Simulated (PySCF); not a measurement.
# In: excitation energy

In [Kr] 4d10 5s2 5p1 (2P) → In [Kr] 4d10 5s1 5p1 5d1 (high-spin determinant), as a difference of total energies. All numbers are calculated (PySCF 2.14, the spin-free X2C one-electron Hamiltonian (Gaussian nucleus), in x2c-TZVPPall with one added diffuse shell each of s, p, d, f type (9s7p5d3f, 76 functions)). Correlated levels: valence: [Kr] 4d10 frozen. The calculations carry no spin-orbit coupling.

```json
{"method": "UHF", "excitation energy (eV)": "7.834"}
{"method": "MP2 (valence)", "excitation energy (eV)": "8.486"}
{"method": "SCS-MP2 (valence)", "excitation energy (eV)": "8.695"}
{"method": "CCSD (valence)", "excitation energy (eV)": "8.648"}
{"method": "CCSD(T) (valence)", "excitation energy (eV)": "8.638"}
```

**Question.** How much does correlation contribute at CCSD(T) (valence)?

**Answer.** 8.638 − (7.834) = 0.804 eV, measured against UHF.

The upper state lies above the first ionisation limit, but in LS coupling its spin forbids autoionisation to the ground ion; at this Z spin-orbit coupling breaks that rule.

The promoted electron is Rydberg-like, and one or two diffuse shells describe it only roughly, which tends to raise the upper state.

The coupled-cluster amplitudes are large for the upper state (T1 above 0.03 or a double amplitude above 0.15), so a single reference is strained.

The determinant of the upper state mixes LS terms, which raises its energy above the lowest term, most at the Hartree-Fock and MP2 levels.
